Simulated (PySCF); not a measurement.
**Relaxation of doublet IrOF2**

Level of theory: UPBE0 in PySCF with Ir def2-SVP with ECP60, O def2-SVP, F def2-SVP; scalar-relativistic core potentials, no spin–orbit coupling; density-fitted integrals. A (50,194) grid was used.

A hand-made trigonal planar start, of C2v symmetry, held to at least that symmetry:

Coordinates in bohr (charge 0 multiplicity 2):
```
Ir   -0.0299   -0.0519    0.0000
O    -1.6551   -2.8668    0.0000
F     3.4849   -0.0519    0.0000
F    -1.7874    2.9921    0.0000
```

Task: What does it relax to?

Result: It ends at C2v with Ir–F 1.847 Å (×2), Ir–O 1.660 Å; F–Ir–F 118.9°, F–Ir–O 120.6° (×2) (after a last refinement on a finer grid). A frequency run shows a minimum. Other isomers or separated fragments may lie lower.

Task: How much energy is released, and in how many steps?

Result: 10.4 kJ/mol in 4 steps.

Open d and f shells are described by one determinant, and the ground state may have another occupation or spin. No spin–orbit coupling is included, which matters more the heavier the element.
